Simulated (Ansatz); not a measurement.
Zn2Br3. Charge 0, multiplicity 2. Geometry PBE-D4/def2-SVP; atoms count from 1.

```xyz
5

Zn    0.491    0.102   -0.901
Zn   -0.754   -0.156    1.382
Br    1.854   -1.009    0.696
Br   -1.501   -1.163   -1.162
Br   -0.090    2.225   -0.016
```

Another isomer (doublet) lies 0.66 eV lower at PBE0-D4/def2-TZVP; other spin states weren't run for this one.

**Question.** Estimate the Mulliken populations from the PBE0/def2-TZVP orbitals of Ansatz.

**Answer.** 
```
atom  charge (e)  spin (α − β)  d electrons
 Zn1        0.45         -0.02        10.13
 Zn2        0.38          0.86        10.04
 Br3       -0.28          0.05            –
 Br4       -0.28          0.05            –
 Br5       -0.28          0.05            –
```
Mulliken values depend strongly on the basis.

**Question.** Where does the spin sit?

**Answer.** Summed by element: Zn 0.84, Br 0.16, of 1 unpaired in all. Largest on single atoms: Zn2 0.86, Br3 0.05, Br4 0.05.

**Question.** And the Mayer bond orders between heavy atoms (over 0.3)?

**Answer.** Zn1–Br3 0.80 (2.38 Å); Zn1–Br4 0.80 (2.37 Å); Zn1–Br5 0.80 (2.37 Å); Zn2–Br3 0.33 (2.83 Å); Zn2–Br4 0.32 (2.84 Å); Zn2–Br5 0.32 (2.84 Å).
